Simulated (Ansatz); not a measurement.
```xyz
13

O     0.542    0.493    2.253
C     0.209    0.239    0.960
Si   -1.049    1.490    0.324
C     0.718   -0.775    0.248
Si    0.335   -1.214   -1.516
H     1.186   -0.162    2.552
H    -1.368    1.155   -1.085
H    -2.278    1.424    1.153
H    -0.474    2.856    0.404
H     1.441   -1.422    0.753
H    -1.100   -1.548   -1.723
H     1.146   -2.412   -1.857
H     0.691   -0.125   -2.466
```

Total charge 0; spin multiplicity 1.

(1) List the B3LYP/def2-TZVPP orbital energies in eV (Ansatz). (Estimate.)

Results:

(1) The calculation gave: Occupied: -1799.06, -1798.77, -521.70, -278.63, -276.63, -143.63, -143.32, -98.94, -98.94, -98.93, -98.63, -98.62, -98.62, -29.32, -20.69, -17.35, -15.06, -14.66, -13.11, -12.06, -11.41, -9.94, -9.64, -9.54, -9.51, -9.17, -8.91, -6.90. Lowest empty: -0.92, 0.22, 0.52, 0.84, 1.18, 1.41, 1.53, 1.61.

B3LYP here is the variant with VWN-RPA as its local correlation; programs differ in this.
